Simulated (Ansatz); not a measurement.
Consider the isomerisation: `CB(C)OC=O` → `CCBC(=O)O`.

Computed with Ansatz on PBE0-D4/def2-TZVP structures; ΔE is electronic, products minus reactants. CCSD(T)/CBS adds triple-zeta CCSD(T) − MP2 to the extrapolated MP2 energy (def2 sets, frozen cores). Functionals use def2-TZVPP. B3LYP here is the variant with VWN-RPA as its local correlation; programs differ in this. Each species was taken in one conformer, which may not be the lowest.

```tsv
level	ΔE (kJ/mol)
B3LYP-D4	158.2
SCS-MP2/def2-QZVPP	160.5
```

**Question.** What does CCSD(T)/CBS give? (Best estimate.)

**Answer.** The calculation gave: +159.3 kJ/mol. The listed levels differ from it by -1.1, 1.2 kJ/mol.

Largest T1 diagnostic among the species: 0.016.

In def2-TZVPP, CCSD(T) changes the Hartree–Fock value by −5.2 kJ/mol (the triples alone add −1.0 kJ/mol) and MP2 by −3.2 kJ/mol. From PBE to PBE0 (25 % exact exchange), in def2-TZVPP and without D4, ΔE moves by +6.4 kJ/mol.
